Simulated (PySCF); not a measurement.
Correlation energy of Hg²⁺ (mercury, charge +2)

[Xe] 4f14 5d10, closed-shell 1S. All numbers are calculated (PySCF 2.14, scalar relativity by spin-free X2C-1e, in x2c-TZVPPall with one added diffuse shell each of s, p, d, f type (12s8p8d4f1g, 113 functions)). Frozen: [Kr] 4d10 4f14; 18 electrons correlated.

```
  level  correlation energy (mhartree)
   CCSD                        -502.76
    (T)                         -11.51
CCSD(T)                        -514.27
```

Diagnostics: T1 = 0.0043, D1 = 0.0080, largest double amplitude 0.017.

Cost of the coupled-cluster step: about 27 core-seconds, for 18 correlated electrons.

This basis was not built for core-valence correlation, so the inner-shell part is incomplete.
